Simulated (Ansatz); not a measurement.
Consider the ligand exchange at the Sn–Se bond: `[Cl][SnH2][SeH]` + HCl → `[Cl][SnH2][Cl]` + H₂Se.

Isolated molecules relaxed with PBE0-D4/def2-TZVP in Ansatz; ΔE leaves out vibrations. CCSD(T)/CBS adds triple-zeta CCSD(T) − MP2 to the extrapolated MP2 energy (def2 sets, frozen cores). This one scheme is used for every species. Functionals use def2-TZVPP. HSE06 is defined as in plane-wave codes. Elements past krypton have def2 core potentials. For Se, Sn outer-core shells are correlated without core-valence functions, which leaves a few kJ/mol of doubt a bond. Scalar relativity is left out up to krypton. Each species was taken in one conformer, which may not be the lowest.

`[Cl][SnH2][SeH]`:

Cartesian coordinates in Å:
```
Cl -2.052 -0.298 -1.220
Sn -0.363 0.431 0.217
Se 1.870 -0.288 -0.685
H -0.414 2.128 0.199
H -0.698 -0.308 1.711
H 1.657 -1.666 -0.222
```

HCl:

```xyz
2

Cl   -0.315   -0.190    0.523
H     0.315    0.190   -0.523
```

`[Cl][SnH2][Cl]`:

```xyz
5

Cl   -0.097   -2.176    0.296
Sn    0.176    0.108    0.023
Cl   -1.899    0.955   -0.560
H     1.222    0.351   -1.288
H     0.598    0.762    1.529
```

H₂Se:

Cartesian coordinates in Å:
```
Se -0.246 -0.367 0.522
H -0.826 0.188 -0.705
H 1.072 0.179 0.183
```

```csv
level,ΔE (kcal/mol),difference from CCSD(T)/CBS
r2SCAN-D4,-2.6,-1.1
B97M-V,-4.8,-3.3
PBE0-D4,-1.7,-0.2
ωB97M-V,-2.9,-1.4
PBE-QIDH,-1.9,-0.4
BLYP,-3.1,-1.6
r2SCAN,-2.7,-1.2
HSE06,-2.0,-0.5
BHLYP,-3.6,-2.1
CAM-B3LYP,-3.7,-2.2
HF/def2-SVP,-5.5,-4.0
HF/def2-TZVPP,-4.9,-3.4
MP2/def2-TZVPP,-1.4,0.1
SCS-MP2/def2-TZVPP,-2.3,-0.8
MP2/def2-QZVPP,-1.2,0.3
CCSD/CBS(def2),-1.8,-0.3
CCSD(T)/CBS,-1.5,0
```

Task: What do rigid-rotor, harmonic-oscillator terms from PBE0-D4/def2-TZVP frequencies (298.15 K, 1 bar) make of the CCSD(T)/CBS value? (An estimate is asked.)

Result: Computed: ΔZPE = 0.0 kcal/mol, ΔH = -1.9 kcal/mol, ΔS = -1 J/(mol·K), ΔG = -1.8 kcal/mol.

Largest T1 diagnostic among the species: 0.011.

Leaving LDA and LC-ωPBE aside and taking each functional with its dispersion term where it has one, the values, not all of them listed here, spread over 3.2 kcal/mol, from B97M-V to PBE-D4. LDA lies +0.7 kcal/mol from PBE without D4. In def2-TZVPP, CCSD(T) changes the Hartree–Fock value by +2.8 kcal/mol (the triples alone add +0.3 kcal/mol) and MP2 by +3.5 kcal/mol.
